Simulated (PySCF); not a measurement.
Excitations are Tamm–Dancoff values on a coarser integration grid. The basis has no diffuse functions, so Rydberg states are missing or too high.

Cartesian coordinates (Å):
SMILES: C=[SiH]CF
```xyz
9

C      1.7155    -0.3248     0.2797
Si     0.3320     0.5939    -0.0742
C     -1.3987    -0.1572    -0.0952
F     -2.0451     0.1343    -1.2918
H      1.6685    -1.3908     0.4723
H      2.7050     0.1148     0.3282
H      0.3741     2.0456    -0.3539
H     -2.0173     0.2283     0.7217
H     -1.3340    -1.2441     0.0133
```
Charge 0, spin multiplicity 1.

**Question.** What HOMO, brightest of the four lowest singlets (TDA), dipole moment, S1 excitation (TDA), T1 excitation (TDA), HOMO–LUMO gap, S1 oscillator strength and LUMO does ωB97X-D3(BJ)/def2-TZVP // PBE0-D3(BJ)/def2-TZVP in PySCF give?

**Answer.** 
The HOMO is -8.91 eV. The brightest of the four lowest singlets (TDA) comes out as 5.65 eV, the dipole moment is 1.27 D and the S1 excitation (TDA) comes out as 5.65 eV. The T1 excitation (TDA) is 2.95 eV and the HOMO–LUMO gap is 9.74 eV. The S1 oscillator strength is 0.371 and the LUMO is 0.83 eV.
